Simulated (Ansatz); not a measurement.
Geometry optimisation, Ansatz 0.2.0, RKS PBE0-D4/def2-SVP.

input.yaml

```yaml
crystal:
  periodic: [false, false, false]
  atoms:
    - { symbol: B, position_ang: [-0.1749, 1.0435, -1.0288] }
    - { symbol: "N", position_ang: [-0.5816, -0.2959, -0.4905] }
    - { symbol: C, position_ang: [0.5817, -0.9531, 0.0635] }
    - { symbol: Al, position_ang: [-0.3908, -0.162, 1.4406] }
    - { symbol: H, position_ang: [0.4766, 1.1679, -2.0078] }
    - { symbol: H, position_ang: [-0.8608, 2.0494, -0.7271] }
    - { symbol: H, position_ang: [0.5771, -2.0566, -0.0043] }
    - { symbol: H, position_ang: [1.634, -0.462, -0.1607] }
    - { symbol: H, position_ang: [-1.173, -0.3775, 2.8981] }
basis:
  gaussian: { orbitals: def2-SVP }
hamiltonian:
  xc: pbe0
  dispersion: d4
relax:
  f_tol: 0.015
  max_steps: 40
```

Run as:

```bash
$ ansatz run input.yaml --threads 1 --pin off --max-ram 2048MiB --backend cpu --events-out ev --progress --plain --runs-dir out
```

Where does it end, and by what steps?

The run converged. After 14 steps the energy has fallen by 1.787 eV; N2 moved furthest, 0.83 Å.

| step | energy less start (eV) | largest force component (eV/Å) | accepted |
| --- | --- | --- | --- |
| 0 | 0.0000 | 4.212 | yes |
| 1 | -0.9556 | 2.874 | yes |
| 2 | -1.4504 | 1.388 | yes |
| 3 | -1.6283 | 0.453 | yes |
| 4 | -1.6966 | 0.378 | yes |
| 5 | -1.7154 | 0.148 | yes |
| 6 | -1.7331 | 0.187 | yes |
| 7 | -1.7574 | 0.306 | yes |
| 8 | -1.7677 | 0.293 | yes |
| 9 | -1.7739 | 0.314 | yes |
| 10 | -1.7844 | 0.102 | yes |
| 11 | -1.7865 | 0.045 | yes |
| 12 | -1.7871 | 0.027 | yes |
| 13 | -1.7872 | 0.045 | yes |
| 14 | -1.7872 | 0.010 | yes |

```xyz
9
Properties=species:S:1:pos:R:3
B -0.304 1.096 -1.114
N -0.191 0.250 -0.011
C 0.702 -0.966 0.144
Al -0.436 -0.466 1.599
H 0.364 0.898 -2.111
H -1.077 2.032 -1.062
H 0.465 -1.792 -0.544
H 1.779 -0.743 0.121
H -1.214 -0.356 2.960
```

Whether the end is a true minimum wasn't checked by a vibrational analysis.

Run time: 120 s on 1 thread of Intel(R) Xeon(R) Platinum 8259CL CPU @ 2.50GHz (Skylake/Cascade Lake) (shared host), peak memory 0.18 GiB.
